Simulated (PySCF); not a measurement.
Computed shifts of a molecule C2H3ClF2Si, HF/pcSseg-1 (PySCF), GIAO, gas phase, atoms alike by connectivity averaged where their shifts nearly agree, in ppm (number of nuclei): ¹³C: 156.7 (1), 130.6 (1). ²⁹Si: -38.4 (1). ¹⁹F: -101.7 (1), -117.4 (1). ¹H: 7.03 (2), 6.17 (1). References: ¹³C against TMS (σ = 192.6 ppm); ²⁹Si against TMS (σ = 393.8 ppm); ¹⁹F against CFCl3 (σ = 238.5 ppm); ³⁵Cl against HCl (σ = 958.2 ppm); ¹H against TMS (σ = 31.99 ppm), references at their B3LYP-D3(BJ)/def2-TZVP geometries, non-relativistic (without spin–orbit terms, shifts of atoms bonded to Cl or Br come out too high). The structure is a stationary point at B3LYP-D3(BJ)/def2-SVP. One conformer was computed; it need not be the lowest.

Question: Pick the molecule that these values belong to.
A) F[SiH](F)/C=C\Cl
B) C=C[Si](F)(F)Cl
C) F/C=C(/F)[SiH2]Cl
D) F[SiH2]/C=C(/F)Cl

Answer: B, C=C[Si](F)(F)Cl
